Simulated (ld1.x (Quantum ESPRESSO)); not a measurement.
## Logarithmic derivatives: sulfur (S), PAW

- Element: sulfur (S)
- Generator: ld1.x (Quantum ESPRESSO) 7.5
- Type: PAW
- Functional: PBE
- Relativity: non-relativistic
- Frozen core: [Ne]
- Valence charge: 6
- Reference configuration: 3s1 3p5
- Partial waves: 3s (bound): rcut 1.15, rcutus 1.20 bohr; 3s channel at -1 Ry: rcut 1.15, rcutus 1.20 bohr; 3p (bound): rcut 1.25, rcutus 1.60 bohr; 3p channel at 3.4 Ry: rcut 1.25, rcutus 1.60 bohr; 3d channel at 0.4 Ry: rcut 1.05, rcutus 1.30 bohr
- Local potential: all-electron potential smoothed inside 1.55 bohr (lloc = -1)
- Core correction: a·sin(br)/r model core, default radius (core density twice the valence density)
- Augmentation charge: PSQ, inside the norm-conserving radii

The phase is arctan(r·u′/u) with u = r·R(r), unwrapped; energies in Ry, scanned from -3 to 5 Ry. A pole is an energy at which the radial function vanishes at the test radius. The pseudo phase is shifted by a multiple of π to meet the all-electron one at the reference energy, and phase errors are pseudo minus all-electron; the curves can meet again beyond the range given. Levels narrower than the energy grid can be missing from the lists of poles.

| channel | radius (bohr) | reference energy (Ry) | poles, all-electron | poles, pseudo | unbroken range about the reference energy with phases within 0.05 rad | phase error 1 Ry above the reference energy (rad) |
| --- | --- | --- | --- | --- | --- | --- |
| s | 1.75 | -1.31 | 1.85 | 1.85 | the whole range | +0.000 |
| p | 1.75 | -0.56 | 3.00 | 3.00 | the whole range | -0.000 |
| d | 1.75 | 0.40 | 3.95 | 4.00 | the whole range | +0.002 |

Note: ghost state, extra bound levels that the all-electron valence spectrum of the same l lacks: s at -63.0 eV. A true bound ghost makes a file unfit for plane-wave use.

Phases in the d channel:

```csv
E (Ry),all-electron,pseudo
-3.00,1.246,1.246
-2.52,1.219,1.219
-2.04,1.184,1.184
-1.56,1.138,1.138
-1.08,1.073,1.073
-0.60,0.976,0.976
-0.12,0.816,0.816
0.36,0.524,0.524
0.84,-0.009,-0.009
1.32,-0.645,-0.643
1.80,-1.052,-1.049
2.28,-1.270,-1.267
2.76,-1.398,-1.395
3.24,-1.483,-1.479
3.72,-1.546,-1.541
4.20,-1.596,-1.590
4.68,-1.640,-1.632
```
